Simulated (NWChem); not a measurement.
System: diethyl ether (C4H10O); SMILES CCOCC

```xyz
15

C     -0.1127     2.3443    -0.1717
C     -0.3266     0.9393     0.3636
O      0.6118     0.0763    -0.2500
C      0.6055    -1.2508     0.2432
C     -0.5834    -2.0877    -0.2273
H      0.9157     2.6928     0.0500
H     -0.2496     2.3642    -1.2714
H     -0.8326     3.0524     0.2843
H     -0.1979     0.9192     1.4768
H     -1.3768     0.6110     0.1635
H      0.6529    -1.2481     1.3621
H      1.5509    -1.7071    -0.1191
H     -0.4718    -3.1399     0.1051
H     -0.6481    -2.0780    -1.3341
H     -1.5459    -1.7134     0.1760
```
Atoms are numbered in this order, from 1.

Level: PBE-D3(BJ)/def2-SVP (NWChem), optimised geometry, unscaled harmonic frequencies. 

```
frequency (cm⁻¹)  IR intensity (km/mol)
----------------  ---------------------
58                                  0.0
121                                 2.8
214                                 0.5
251                                 0.3
307                                 2.0
368                                 3.6
493                                 2.7
775                                 3.3
796                                 1.0
826                                 4.9
911                                 2.4
1030                               14.8
1063                                9.5
1084                                2.5
1133                               41.0
1144                               79.9
1166                              117.7
1243                                1.4
1278                               28.1
1321                                1.1
1329                                1.0
1358                               44.6
1378                               10.0
1402                                6.9
1409                                5.0
1412                                0.6
1427                                3.0
1432                                1.5
1459                                4.4
2874                               46.1
2889                               95.7
2915                               45.9
2975                               15.3
2981                               16.2
3010                               24.7
3066                               26.1
3071                               18.0
3075                               17.6
3079                               17.0
```

```
Property                                                                            Value
-----------------------------------------------------------------------  ----------------
zero-point energy                                                           83.1 kcal/mol
thermal correction to the enthalpy at 298.15 K (with zero-point energy)     88.0 kcal/mol
heat capacity Cv                                                         23.5 cal/(mol K)
entropy at 298.15 K and 1 atm (symmetry number 1)                        80.5 cal/(mol K)
dipole moment                                                                      1.07 D
```

Rigid rotor and harmonic oscillator; modes under 100 cm⁻¹ make the entropy uncertain.
